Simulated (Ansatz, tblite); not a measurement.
Removing an electron: cyclo-(H2SnO)2 (Sn2O2H4). The state is a singlet with charge 0. Geometry: B3LYP-D4/def2-SVP. Ansatz, gas phase; energy differences of separate SCF runs; the oxidised species was run as a doublet alone.

```
atom    x (Å)    y (Å)    z (Å)
 Sn1  -0.7961   0.3562  -1.2093
  H2  -0.0894   1.0628  -2.6089
  H3  -2.4925   0.0927  -1.3124
  O4   0.2251  -1.2459  -0.5152
 Sn5   0.7962  -0.3562   1.2093
  H6   2.4925  -0.0927   1.3125
  H7   0.0893  -1.0628   2.6088
  O8  -0.2250   1.2459   0.5152
```

In the def2 sets Sn takes a core potential; there is no spin–orbit coupling. The xTB rows come from tblite.

| level | −HOMO (eV) | vertical IE (eV) | −LUMO (eV) | HOMO–LUMO gap (eV) |
| --- | --- | --- | --- | --- |
| GFN2-xTB | 11.87 | 14.65 | 7.91 | 3.96 |
| r2SCAN-D4/def2-TZVP | 6.63 | 9.33 | 1.83 | 4.80 |
| PBE0-D4/def2-TZVP | 7.79 | 9.60 | 1.36 | 6.43 |

Question: Estimate the rows for GFN1-xTB, PBE-D4/def2-TZVP.

Answer: 
```csv
level,−HOMO (eV),vertical IE (eV),−LUMO (eV),HOMO–LUMO gap (eV)
GFN1-xTB,12.02,15.06,6.90,5.12
PBE-D4/def2-TZVP,6.34,9.13,2.14,4.20
```

  Raw xTB energy differences between charge states are shifted by several eV; the methods need an empirical correction for them.
